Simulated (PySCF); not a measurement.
A run for PySCF: R-MP2/6-31G* on CH2O (SMILES C=O) with ghost functions, monomers drawn apart or pushed together.

```python
from pyscf import gto, scf, dft, mp
from pyscf.data.elements import chemcore

mol = gto.M(
    atom='''
    C     0.43440576   -0.15437601   -0.13975507
    O    -0.14454213    0.89753345   -0.22196946
    H    -0.10029360   -1.12086560   -0.13961675
    H     1.53564523   -0.21590842   -0.08094594
    ghost-C   -0.08043421    0.61175334    2.59505723
    ghost-O    0.48622559   -0.39486525    2.26073406
    ghost-H   -0.24446070    0.85113105    3.66138997
    ghost-H   -0.45856577    1.33559302    1.85155556
    ''',
    basis='6-31g*',
    cart=True,
    charge=0, spin=0, verbose=3, max_memory=1800)
mf = scf.RHF(mol)
mf.conv_tol = 1e-8
mf.max_cycle = 100
mf.kernel()
if not mf.converged:
    mf = mf.newton().run(mf.mo_coeff, mf.mo_occ)
pt = mp.MP2(mf, frozen=chemcore(mol)).run()
```

Question: Give the final energy of this run.

Answer: -114.1693 hartree.
